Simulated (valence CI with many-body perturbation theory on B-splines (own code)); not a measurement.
**E1 transitions of Br¹⁹⁺**

Calculated by valence CI with perturbative core correlation (CI+MBPT): six valence electrons over a frozen Dirac-Fock core [Ne], a basis of 9 s, 9 p, 8 d, 6 f, 3 g, 1 h functions for each j, with the one-electron correlation potential Σ1 (screened to all orders), the two-electron term Σ2, the three-electron term Σ3, Breit, model QED; selected single and double excitations, second order for the rest, scaled by the run's own slope (own B-spline code, finite nucleus).

No measured levels were compared; by estimate levels of excited configurations hold to 0.05 to 0.15 % of their energy, terms of the ground configuration to about 0.5 %. Among the levels kept, up to 1500 cm⁻¹ of a level comes from second order outside the variational space, and about a tenth of that is noise between levels of different J, which matters for small intervals.

Lines 1 to 50 of 85 in falling wavelength, among levels below 940220 cm⁻¹, chosen from the strongest by gf and those to the six lowest levels. Wavelengths and rates use the calculated energies, so an error of 300 cm⁻¹ moves a line at 28.32 nm by 0.085 % and its rate by three times that or more. Electric multipoles are in the length gauge, E1 and E2 with the static RPA response of the core. Weak lines are less certain than strong ones. Lines between different terms over intervals too small for the method are left out, as are lines whose strength nearly cancels. The highest levels of a list are the least certain.

Names give the largest LS component (configuration and term), which can be under half, so a name can repeat, a term be missing and a line seem to break the LS rules; names also repeat where a configuration has a term twice. Letters in brackets count levels of one name in rising energy.

```csv
λ vac (nm),Upper,Lower,A (s⁻¹),S (a.u.) with core polarisation,S without
28.32,3s.3p5 3P°_1,3s2.3p4 1S_0,1.38e+08,4.64e-03,4.78e-03
24.04,3s.3p5 3P°_2,3s2.3p4 1D_2,6.11e+08,2.10e-02,2.16e-02
22.16,3s.3p5 3P°_2,3s2.3p4 3P_1,1.65e+09,4.42e-02,4.55e-02
22.11,3s.3p5 3P°_1,3s2.3p4 1D_2,3.42e+08,5.48e-03,5.63e-03
21.64,3s.3p5 1P°_1,3s2.3p4 1S_0,7.94e+08,1.19e-02,1.23e-02
21.24,3s2.3p3.3d 5D°_1,3s2.3p4 1S_0,1.88e+07,2.67e-04,2.76e-04
20.51,3s.3p5 3P°_1,3s2.3p4 3P_1,1.71e+09,2.18e-02,2.25e-02
19.56,3s.3p5 3P°_1,3s2.3p4 3P_0,2.25e+09,2.49e-02,2.57e-02
19.27,3s.3p5 3P°_2,3s2.3p4 3P_2,5.62e+09,9.93e-02,1.02e-01
19.09,3s.3p5 3P°_0,3s2.3p4 3P_1,8.33e+09,2.86e-02,2.94e-02
18.81,3s2.3p3.3d 3D°_1 [a],3s2.3p4 1S_0,9.27e+06,9.13e-05,9.36e-05
18.01,3s.3p5 3P°_1,3s2.3p4 3P_2,5.60e+09,4.85e-02,4.99e-02
17.82,3s.3p5 1P°_1,3s2.3p4 1D_2,1.42e+10,1.19e-01,1.22e-01
17.72,3s2.3p3.3d 5D°_2,3s2.3p4 1D_2,2.93e+06,4.02e-05,4.13e-05
17.69,3s2.3p3.3d 5D°_3,3s2.3p4 1D_2,5.13e+06,9.81e-05,1.00e-04
17.54,3s2.3p3.3d 5D°_1,3s2.3p4 1D_2,1.28e+09,1.03e-02,1.06e-02
16.78,3s2.3p3.3d 3D°_2 [a],3s2.3p4 1D_2,1.52e+08,1.77e-03,1.82e-03
16.76,3s.3p5 1P°_1,3s2.3p4 3P_1,5.08e+08,3.54e-03,3.64e-03
16.68,3s2.3p3.3d 5D°_2,3s2.3p4 3P_1,6.87e+06,7.87e-05,8.18e-05
16.61,3s2.3p3.3d 5D°_0,3s2.3p4 3P_1,1.58e+09,3.57e-03,3.67e-03
16.52,3s2.3p3.3d 5D°_1,3s2.3p4 3P_1,1.79e+08,1.20e-03,1.23e-03
16.52,3s2.3p3.3d 3D°_1 [b],3s2.3p4 1S_0,1.66e+08,1.11e-03,1.14e-03
16.12,3s.3p5 1P°_1,3s2.3p4 3P_0,1.22e+08,7.57e-04,7.76e-04
15.97,3s2.3p3.3d 3D°_3 [a],3s2.3p4 1D_2,4.33e+06,6.08e-05,6.25e-05
15.90,3s2.3p3.3d 5D°_1,3s2.3p4 3P_0,2.01e+08,1.20e-03,1.23e-03
15.85,3s2.3p3.3d 3D°_1 [a],3s2.3p4 1D_2,2.00e+07,1.18e-04,1.22e-04
15.84,3s2.3p3.3d 3D°_2 [a],3s2.3p4 3P_1,8.12e+07,7.97e-04,8.21e-04
15.80,3s2.3p3.3d 3P°_1 [a],3s2.3p4 1S_0,1.20e+08,7.00e-04,7.23e-04
15.77,3s2.3p3.3d 3F°_2 [a],3s2.3p4 1D_2,1.83e+06,1.77e-05,1.83e-05
15.52,3s2.3p3.3d 3F°_3 [a],3s2.3p4 1D_2,5.20e+07,6.71e-04,6.84e-04
15.09,3s2.3p3.3d 3G°_3,3s2.3p4 1D_2,2.17e+08,2.57e-03,2.63e-03
15.05,3s.3p5 1P°_1,3s2.3p4 3P_2,6.64e+08,3.36e-03,3.45e-03
15.01,3s2.3p3.3d 3D°_1 [a],3s2.3p4 3P_1,5.43e+07,2.72e-04,2.78e-04
14.99,3s2.3p3.3d 5D°_2,3s2.3p4 3P_2,8.00e+08,6.65e-03,6.82e-03
14.96,3s2.3p3.3d 5D°_3,3s2.3p4 3P_2,3.38e+08,3.91e-03,3.99e-03
14.94,3s2.3p3.3d 3F°_2 [a],3s2.3p4 3P_1,4.16e+07,3.42e-04,3.53e-04
14.86,3s2.3p3.3d 5D°_1,3s2.3p4 3P_2,2.33e+09,1.13e-02,1.16e-02
14.83,3s2.3p3.3d 1S°_0,3s2.3p4 3P_1,5.12e+07,8.24e-05,8.44e-05
14.50,3s2.3p3.3d 3D°_1 [a],3s2.3p4 3P_0,2.69e+07,1.22e-04,1.23e-04
14.31,3s2.3p3.3d 3D°_2 [a],3s2.3p4 3P_2,1.33e+09,9.62e-03,9.86e-03
14.24,3s2.3p3.3d 3P°_1 [b],3s2.3p4 1S_0,2.98e+08,1.28e-03,1.31e-03
14.19,3s2.3p3.3d 3D°_1 [b],3s2.3p4 1D_2,2.61e+09,1.11e-02,1.14e-02
14.05,3s2.3p3.3d 1D°_2,3s2.3p4 1D_2,8.58e+08,5.87e-03,6.01e-03
13.98,3s2.3p3.3d 3S°_1,3s2.3p4 1S_0,1.02e+09,4.12e-03,4.25e-03
13.71,3s2.3p3.3d 3D°_3 [a],3s2.3p4 3P_2,1.75e+08,1.56e-03,1.59e-03
13.66,3s2.3p3.3d 3P°_1 [a],3s2.3p4 1D_2,4.16e+09,1.57e-02,1.61e-02
13.63,3s2.3p3.3d 3D°_1 [a],3s2.3p4 3P_2,6.41e+08,2.40e-03,2.46e-03
13.56,3s2.3p3.3d 3F°_2 [a],3s2.3p4 3P_2,8.31e+08,5.12e-03,5.25e-03
13.51,3s2.3p3.3d 3D°_1 [b],3s2.3p4 3P_1,7.79e+07,2.85e-04,2.90e-04
13.40,3s2.3p3.3d 3D°_2 [b],3s2.3p4 1D_2,3.68e+07,2.19e-04,2.26e-04
```
